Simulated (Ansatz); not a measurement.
Total energies of Ga₁₃As₁₃H₃₀, a nanocrystal cut from zinc blende GaAs (hydrogen-capped) from Ansatz at PBE0-D4/def2-SVP, gas phase (1 Eh = 27.2114 eV = 2625.5 kJ/mol). The reference geometry is relaxed at PBE-D4/def2-SVP.

Cartesian coordinates in Å:
```
Ga 1.296 2.298 -1.676
Ga 1.090 -1.155 -4.047
Ga 4.714 -0.043 -2.467
Ga 2.836 0.122 1.308
Ga 2.611 -3.295 -1.111
Ga -2.438 1.353 -3.335
Ga -2.071 4.779 -1.104
Ga -0.383 2.410 1.950
Ga -4.089 1.458 0.235
Ga -0.717 -0.927 -0.304
Ga 0.769 -3.174 2.870
Ga -2.397 -0.922 3.508
Ga 1.177 0.193 5.185
As 2.429 0.728 -3.231
As -0.886 3.086 -2.563
As -1.062 -0.130 -4.807
As 0.723 0.929 0.305
As 0.482 -2.326 -1.944
As 3.872 -1.303 -0.443
As 2.141 -1.189 3.299
As 1.965 -4.394 1.042
As -2.785 -0.006 -1.287
As -2.456 3.188 0.825
As -0.866 0.951 3.901
As -4.349 0.084 2.310
As -1.222 -2.211 1.742
H 2.235 3.508 -1.294
H 1.692 -2.115 -5.143
H 5.497 1.226 -1.950
H 5.248 -1.100 -3.515
H 3.783 1.320 1.708
H 3.260 -4.323 -2.114
H -3.785 1.775 -4.037
H -1.000 5.841 -0.638
H -3.471 5.101 -1.762
H 0.544 3.623 2.353
H -5.488 1.880 -0.356
H 0.403 -4.136 4.063
H -2.858 -1.812 4.725
H 2.111 1.449 5.384
H 0.698 -0.797 6.321
H 2.663 1.531 -4.512
H -0.549 3.812 -3.865
H -0.770 0.643 -6.091
H -1.951 -1.200 -5.442
H -0.418 -3.499 -2.331
H 5.106 -1.916 0.219
H 3.431 -1.807 3.842
H 3.234 -4.990 1.647
H 1.263 -5.722 0.758
H -3.695 -1.172 -1.675
H -3.209 3.988 1.888
H -1.672 1.822 4.865
H -5.123 0.925 3.322
H -5.429 -0.978 2.098
H -2.131 -3.383 1.368
```

```tsv
state	geometry	energy (Eh)
charge 0 singlet	reference	-54094.92517
charge 1 doublet	reference	-54094.63851
charge -1 doublet	reference	-54094.95325
free Ga atom (doublet)	–	-1924.30552
free As atom (quartet)	–	-2235.26429
free H atom (doublet)	–	-0.50029
```

Single mean-field runs in def2-SVP are fitted with def2-universal-jkfit.

Problem. Work out the vertical ionisation energy to the doublet.

Solution. E(charge 1 doublet) − E(charge 0 singlet) = -54094.63851 − (-54094.92517) = 0.28666 Eh = 7.80 eV. For comparison, −ε of the highest occupied level is 6.81 eV at this level, 0.99 eV less.

Problem. Work out the vertical electron affinity, to the doublet.

Solution. E(charge 0 singlet) − E(charge -1 doublet) = -54094.92517 − (-54094.95325) = 0.02808 Eh = 0.76 eV. The basis lacks diffuse functions, which makes affinities too small.

Problem. Give the fundamental gap IE − EA, the Mulliken electronegativity (IE + EA)/2 and the hardness (IE − EA)/2.

Solution. From the values in Eh: IE − EA = 0.28666 − 0.02808 = 0.25858 Eh = 7.04 eV; (IE + EA)/2 = 4.28 eV; (IE − EA)/2 = 3.52 eV. The HOMO–LUMO gap of the same run is 5.24 eV, 1.80 eV smaller than the fundamental gap.

Problem. What is the binding energy per atom against free atoms?

Solution. Atoms: 13 × (-1924.30552) + 13 × (-2235.26429) + 30 × (-0.50029) = -54089.41623 Eh. Binding: -54089.41623 − (-54094.92517) = 5.50894 Eh = 149.91 eV, or 2.68 eV for each of 56 atoms (no zero-point energy, no counterpoise term).

At PBE0-D4/def2-SVP the highest occupied level of the charge -1 doublet lies above zero (up to 0.19 eV). By energy differences its removal costs 0.76 eV (vertical, to the charge 0 singlet, at PBE0-D4/def2-SVP); self-interaction error and the lack of diffuse functions both raise the level.
